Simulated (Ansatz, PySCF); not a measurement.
Gas-phase reaction R1 → P1 + P2, each structure at its B3LYP-D3(BJ)/def2-TZVP stationary point, reached from a drawn start (curvature not checked).
P1: OH (SMILES [OH]), charge 0, multiplicity 2.
R1, FeH2O2 (SMILES [OH][Fe][OH]) (charge 0, multiplicity 5):
```xyz
5

Fe    -0.12947    -0.09344    -0.00286
O      0.08980    -0.54379     1.71601
O     -0.43931     0.29054    -1.72390
H      0.30322     0.01044     2.46788
H      0.17575     0.33624    -2.45713
```
P2, FeHO (SMILES [OH][Fe]) (charge 0, multiplicity 6):
| atom | x (Å) | y (Å) | z (Å) |
|---|---|---|---|
| Fe | -0.1782 | -0.0535 | -1.4326 |
| O | -0.2310 | -0.0693 | 0.3720 |
| H | 0.4091 | 0.1228 | 1.0607 |

P less R. No zero-point or thermal terms; open shells are unrestricted; no spin–orbit coupling. The spin states of the d-block species are the ones drawn and need not be the lowest.

Correlated levels freeze the cores. CBS(a, b) extrapolates the correlation energy as X⁻³ and adds the Hartree–Fock energy of set b.

Codes used: Ansatz (Gaussian basis) for Hartree–Fock, density functionals and correlated methods; PySCF for the D3/D4 terms. No computed number here is a measurement.

PBE/def2-TZVPP gives 477.4 kJ/mol for the reaction energy.

Problem. Where do these levels fall relative to PBE: PBE-D3(BJ)/def2-TZVPP, r2SCAN/def2-TZVPP, B3LYP/def2-TZVPP, wB97M-V/def2-TZVPP, B2PLYP/def2-TZVPP, MP2/CBS(def2-TZVPP, def2-QZVPP), CCSD(T)/CBS(def2-TZVPP, def2-QZVPP).

Solution. PBE-D3(BJ)/def2-TZVPP 2.3; r2SCAN/def2-TZVPP -27.3; B3LYP/def2-TZVPP -28.5; wB97M-V/def2-TZVPP -12.7; B2PLYP/def2-TZVPP -25.6; MP2/CBS(def2-TZVPP, def2-QZVPP) 2.3; CCSD(T)/CBS(def2-TZVPP, def2-QZVPP) -20.5 kJ/mol. 2 of 7 lie above PBE; the widest gap is to B3LYP/def2-TZVPP.

Ansatz is a first-principles code.
